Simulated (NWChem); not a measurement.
System: C3H7B; SMILES C=CBC

Input file for NWChem:

```
start job
memory heap 200 mb stack 900 mb global 1100 mb
geometry units angstroms noautoz
  B     -0.731014     0.636432    -0.056576
  H     -1.834482     1.110574    -0.121290
  C      0.478735     1.638995    -0.023513
  H      1.480587     1.199979     0.034728
  H      0.358173     2.327273     0.826905
  H      0.440949     2.286174    -0.912948
  C     -0.610359    -0.912248    -0.011587
  C      0.561055    -1.570424     0.058655
  H     -1.516052    -1.522021    -0.038056
  H      0.627166    -2.657519     0.088984
  H      1.512269    -1.042420     0.088847
end
basis spherical
  B library 6-31g*
  H library 6-31g*
  C library 6-31g*
end
dft
  xc rpbe cpbe96
  iterations 150
  mulliken
end
task dft energy
```

NWChem printed, in part:

```
             Northwest Computational Chemistry Package (NWChem) 7.3.0
             --------------------------------------------------------

 CS  symmetry detected

                             Geometry "geometry" -> ""
                             -------------------------

 Output coordinates in angstroms (scale by  1.889725989 to convert to a.u.)

  No.       Tag          Charge          X              Y              Z
 ---- ---------------- ---------- -------------- -------------- --------------
    1 B                    5.0000    -0.74012551     0.63349692     0.00000000
    2 H                    1.0000    -1.85117616     1.09415401     0.00000000
    3 C                    6.0000     0.45739118     1.65117627     0.00000000
    4 H                    1.0000     1.46620853     1.22441890     0.00000000
    5 H                    1.0000     0.36916352     2.31805404     0.87115231
    6 H                    1.0000     0.36916352     2.31805404    -0.87115231
    7 C                    6.0000    -0.59840939    -0.91405157     0.00000000
    8 C                    6.0000     0.58303486    -1.55789086     0.00000000
    9 H                    1.0000    -1.49676049    -1.53515363     0.00000000
   10 H                    1.0000     0.66389278    -2.64441181     0.00000000
   11 H                    1.0000     1.52803597    -1.01800325     0.00000000

 Effective nuclear repulsion energy (a.u.)      99.6385931429

      Symmetry information
      --------------------

 Group name             Cs
 Group number              2
 Group order               2
 No. of unique centers    10

  pbe96 is a nonlocal functional; adding pw91lda local functional.

                                 NWChem DFT Module
                                 -----------------

 Summary of "ao basis" -> "ao basis" (spherical)
 ------------------------------------------------------------------------------
       Tag                 Description            Shells   Functions and Types
 ---------------- ------------------------------  ------  ---------------------
 B                           6-31g*                  6       14   3s2p1d
 H                           6-31g*                  2        2   2s
 C                           6-31g*                  6       14   3s2p1d

      Symmetry analysis of basis
      --------------------------

        a'         52
        a"         18

            General Information
            -------------------
          SCF calculation type: DFT
          Wavefunction type:  closed shell.
          No. of atoms     :    11
          No. of electrons :    30
           Alpha electrons :    15
            Beta electrons :    15
          Charge           :     0
          Spin multiplicity:     1
          Use of symmetry is: on ; symmetry adaption is: on
          Maximum number of iterations: 150
          AO basis - number of functions:    70
                     number of shells:    38
          Convergence on energy requested:  1.00D-06
          Convergence on density requested:  1.00D-05
          Convergence on gradient requested:  5.00D-04

              XC Information
              --------------
                          RPBE Exchange Functional  1.000
            Perdew 1991 LDA Correlation Functional  1.000 local
           PerdewBurkeErnz. Correlation Functional  1.000 non-local

             Grid Information
             ----------------
          Grid used for XC integration:  medium
          Radial quadrature: Mura-Knowles
          Angular quadrature: Lebedev.
          Tag              B.-S. Rad. Rad. Pts. Rad. Cut. Ang. Pts.
          ---              ---------- --------- --------- ---------
          B                   0.85       49          10.0       434
          H                   0.35       45          12.0       434
          C                   0.70       49          11.0       434
          Grid pruning is: on
          Number of quadrature shells:   466
          Spatial weights used:  Erf1

      Superposition of Atomic Density Guess
      -------------------------------------

 Sum of atomic energies:        -140.99447871

      Non-variational initial energy
      ------------------------------

 Total energy =    -143.308335
 1-e energy   =    -384.221868
 2-e energy   =     141.274940
 HOMO         =      -0.337513
 LUMO         =      -0.055247

      Symmetry analysis of molecular orbitals - initial
      -------------------------------------------------

  Numbering of irreducible representations:

     1 a'          2 a"

  Orbital symmetries:

     1 a'          2 a'          3 a'          4 a'          5 a'
     6 a'          7 a'          8 a'          9 a'         10 a'
    11 a"         12 a'         13 a'         14 a'         15 a"
    16 a"         17 a"         18 a'         19 a'         20 a'
    21 a"         22 a'         23 a'         24 a'         25 a'

     ---------------------------------------------
      Total Density - Mulliken Population Analysis
     ---------------------------------------------

    Atom       Charge   Shell Charges
 -----------   ------   -------------------------------------------------------
    1 B    5     4.66   2.00  0.63  1.16  0.44  0.39  0.05
    2 H    1     1.04   0.50  0.54
    3 C    6     6.94   2.00  0.73  2.13  0.70  1.37  0.02
    4 H    1     0.76   0.46  0.30
    5 H    1     0.75   0.45  0.30
    6 H    1     0.75   0.45  0.30
    7 C    6     6.40   2.00  0.75  1.99  0.59  1.04  0.03
    8 C    6     6.33   2.00  0.74  1.86  0.63  1.08  0.03
    9 H    1     0.79   0.47  0.32
   10 H    1     0.79   0.47  0.32
   11 H    1     0.79   0.47  0.32

   convergence    iter        energy       DeltaE   RMS-Dens  Diis-err
 ---------------- ----- ----------------- --------- --------- ---------
 d= 0,ls=0.0,diis     1   -143.3185389546 -2.43D+02  9.29D-03  3.16D-01
 d= 0,ls=0.0,diis     2   -143.3381398551 -1.96D-02  6.59D-03  1.41D-01
 d= 0,ls=0.0,diis     3   -143.3312896114  6.85D-03  4.20D-03  1.80D-01
 d= 0,ls=0.0,diis     4   -143.3565128632 -2.52D-02  1.01D-03  1.03D-02
 d= 0,ls=0.0,diis     5   -143.3580030181 -1.49D-03  1.87D-04  2.19D-04
  Resetting Diis
 d= 0,ls=0.0,diis     6   -143.3580339494 -3.09D-05  4.58D-05  1.09D-05
 d= 0,ls=0.0,diis     7   -143.3580353768 -1.43D-06  3.30D-05  1.36D-06
 d= 0,ls=0.0,diis     8   -143.3580348811  4.96D-07  2.33D-05  4.34D-06
 d= 0,ls=0.0,diis     9   -143.3580355364 -6.55D-07  5.90D-06  4.44D-07

         Total DFT energy =     -143.358035536369
      One electron energy =     -388.086339789843
           Coulomb energy =      168.035614468004
    Exchange-Corr. energy =      -22.945903357474
 Nuclear repulsion energy =       99.638593142944

 Numeric. integr. density =       29.999957003472

                  Occupations of the irreducible representations
                  ----------------------------------------------

                     irrep           alpha         beta
                     --------     --------     --------
                     a'               13.0         13.0
                     a"                2.0          2.0

                       DFT Final Molecular Orbital Analysis
                       ------------------------------------

 Vector   13  Occ=2.000000D+00  E=-2.646499D-01  Symmetry=a'
              MO Center= -2.5D-01,  8.9D-02,  1.3D-15, r^2= 3.2D+00
   Bfn.  Coefficient  Atom+Function         Bfn.  Coefficient  Atom+Function
  ----- ------------  ---------------      ----- ------------  ---------------
    40     -0.333902   7 C  py                4      0.327149   1 B  py
    20     -0.253836   3 C  py               66      0.195856   9 H  s
    65      0.162526   9 H  s                19     -0.155695   3 C  px
    24     -0.151908   3 C  py               70      0.145293  11 H  s
    68     -0.135989  10 H  s                54      0.126501   8 C  py

 Vector   14  Occ=2.000000D+00  E=-2.605250D-01  Symmetry=a'
              MO Center= -7.5D-01,  8.0D-01, -8.1D-16, r^2= 2.6D+00
   Bfn.  Coefficient  Atom+Function         Bfn.  Coefficient  Atom+Function
  ----- ------------  ---------------      ----- ------------  ---------------
     3      0.352159   1 B  px               16     -0.323461   2 H  s
    15     -0.264726   2 H  s                19     -0.248960   3 C  px
    32     -0.162820   4 H  s                31     -0.137154   4 H  s
    40      0.136270   7 C  py               23     -0.125943   3 C  px
    22      0.105433   3 C  s                53      0.104074   8 C  px

 Vector   15  Occ=2.000000D+00  E=-2.490636D-01  Symmetry=a"
              MO Center= -4.9D-02, -1.0D+00,  1.6D-17, r^2= 1.8D+00
   Bfn.  Coefficient  Atom+Function         Bfn.  Coefficient  Atom+Function
  ----- ------------  ---------------      ----- ------------  ---------------
    41      0.389046   7 C  pz               55      0.384629   8 C  pz
    59      0.267791   8 C  pz               45      0.253792   7 C  pz
     5      0.115370   1 B  pz                9      0.074820   1 B  pz
    21     -0.066552   3 C  pz               34     -0.059682   5 H  s
    36      0.059682   6 H  s                33     -0.046611   5 H  s

 Vector   16  Occ=0.000000D+00  E=-8.408340D-02  Symmetry=a"
              MO Center= -2.0D-01, -3.3D-01,  6.7D-16, r^2= 3.1D+00
   Bfn.  Coefficient  Atom+Function         Bfn.  Coefficient  Atom+Function
  ----- ------------  ---------------      ----- ------------  ---------------
    59     -0.420609   8 C  pz               55     -0.386928   8 C  pz
     5      0.384889   1 B  pz                9      0.382415   1 B  pz
    45      0.211519   7 C  pz               41      0.185588   7 C  pz
    34     -0.122330   5 H  s                36      0.122330   6 H  s
    33     -0.071692   5 H  s                35      0.071692   6 H  s

 Vector   17  Occ=0.000000D+00  E= 4.006435D-02  Symmetry=a"
              MO Center= -3.8D-01, -2.2D-01,  3.7D-17, r^2= 3.2D+00
   Bfn.  Coefficient  Atom+Function         Bfn.  Coefficient  Atom+Function
  ----- ------------  ---------------      ----- ------------  ---------------
    45      0.651671   7 C  pz                9     -0.550201   1 B  pz
    41      0.440017   7 C  pz               59     -0.437237   8 C  pz
     5     -0.352885   1 B  pz               34      0.273345   5 H  s
    36     -0.273345   6 H  s                55     -0.244032   8 C  pz
    25     -0.094410   3 C  pz               33      0.089040   5 H  s

 Vector   18  Occ=0.000000D+00  E= 8.271133D-02  Symmetry=a'
              MO Center=  9.3D-01,  1.2D-02, -2.1D-15, r^2= 6.1D+00
   Bfn.  Coefficient  Atom+Function         Bfn.  Coefficient  Atom+Function
  ----- ------------  ---------------      ----- ------------  ---------------
    22      1.674113   3 C  s                56      1.239827   8 C  s
    70     -0.887602  11 H  s                32     -0.824555   4 H  s
    68     -0.815243  10 H  s                34     -0.633394   5 H  s
    36     -0.633394   6 H  s                57      0.424535   8 C  px
    66     -0.319042   9 H  s                 6     -0.256943   1 B  s

     ---------------------------------------------
      Total Density - Mulliken Population Analysis
     ---------------------------------------------

    Atom       Charge   Shell Charges
 -----------   ------   -------------------------------------------------------
    1 B    5     4.80   2.00  0.57  1.41  0.38  0.40  0.04
    2 H    1     1.04   0.53  0.51
    3 C    6     6.63   2.00  0.66  2.13  0.69  1.13  0.02
    4 H    1     0.85   0.53  0.32
    5 H    1     0.83   0.52  0.31
    6 H    1     0.83   0.52  0.31
    7 C    6     6.15   2.00  0.69  2.04  0.58  0.81  0.02
    8 C    6     6.32   2.00  0.70  2.01  0.61  0.97  0.03
    9 H    1     0.87   0.54  0.34
   10 H    1     0.85   0.53  0.31
   11 H    1     0.84   0.53  0.31

     -------------------------------------------
      Total Density - Lowdin Population Analysis
     -------------------------------------------

    Atom       Charge   Shell Charges
 -----------   ------   -------------------------------------------------------
    1 B    5     5.06   1.98  0.46  1.27  0.39  0.85  0.10
    2 H    1     0.98   0.50  0.48
    3 C    6     6.44   1.99  0.55  1.91  0.44  1.50  0.05
    4 H    1     0.87   0.50  0.38
    5 H    1     0.84   0.48  0.36
    6 H    1     0.84   0.48  0.36
    7 C    6     6.17   1.99  0.54  1.83  0.42  1.32  0.06
    8 C    6     6.18   1.99  0.57  1.81  0.44  1.30  0.06
    9 H    1     0.87   0.50  0.37
   10 H    1     0.87   0.50  0.37
   11 H    1     0.87   0.50  0.37

     Multipole analysis of the density
     ---------------------------------

     L   x y z        total         alpha         beta         nuclear
     -   - - -        -----         -----         ----         -------
     0   0 0 0     -0.000000    -15.000000    -15.000000     30.000000

     1   1 0 0      0.316721      0.158360      0.158360      0.000000
     1   0 1 0     -0.241398     -0.120699     -0.120699     -0.000000
     1   0 0 1     -0.000000     -0.000000     -0.000000      0.000000

     2   2 0 0    -19.783573    -43.901591    -43.901591     68.019609
     2   1 1 0      0.231532     -0.753731     -0.753731      1.738995
     2   1 0 1      0.000000      0.000000      0.000000      0.000000
     2   0 2 0    -18.113255   -119.347235   -119.347235    220.581215
     2   0 1 1      0.000000      0.000000      0.000000      0.000000
     2   0 0 2    -19.704405    -12.562306    -12.562306      5.420207
```

Level: RPBE/6-31G* (spherical d). Structure relaxed at the B3LYP/6-31G* (spherical d) level.
